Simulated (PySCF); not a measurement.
Computed with CAM-B3LYP-D3(BJ)/def2-TZVP run with PySCF. Isolated molecules, 0 K electronic values unless said otherwise. One relaxed conformer stands for a flexible species; it need not be the lowest. Excitations are Tamm–Dancoff values on a coarser integration grid. The basis has no diffuse functions, so Rydberg states are missing or too high.

Reference species (SMILES): `[Sn]([F])([F])([F])[F]` (neutral, multiplicity 1).

```
Item                                             Value
-------------------------------------------  ---------
HOMO                                         -14.04 eV
brightest of the four lowest singlets (TDA)    7.61 eV
```

Changed species: `[Sn]([NH2])([NH2])([NH2])[NH2]` (4 of 4 F replaced by NH2; the reference has 0 of 4 F replaced by NH2).

### Question
What does the change do to the HOMO and brightest of the four lowest singlets (TDA)?

### Answer
the HOMO increases by 5.52 eV, to -8.52 eV; the brightest of the four lowest singlets (TDA) falls by 1.50 eV, to 6.11 eV.
